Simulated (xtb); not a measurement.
Te(F)(OH) (FHOTe), SMILES O[Te]F. All values are semi-empirical tight-binding results from xtb (GFN2-xTB unless named), good for trends rather than for accurate numbers. Geometry: GFN2-xTB. Other conformers were not sampled.

```json
{
  "orbital_gap": "3.26 eV",
  "zero_point_energy": "8.7 kcal/mol",
  "G − E(el) at 298.15 K (modified RRHO)": "-9.1 kcal/mol",
  "static polarisability (D4 model)": "48.5 bohr³",
  "solvation energy, GFN2-xTB/ALPB(water)": "-7.9 kcal/mol",
  "solvation energy, GFN2-xTB/ALPB(octanol)": "-7.9 kcal/mol"
}
```
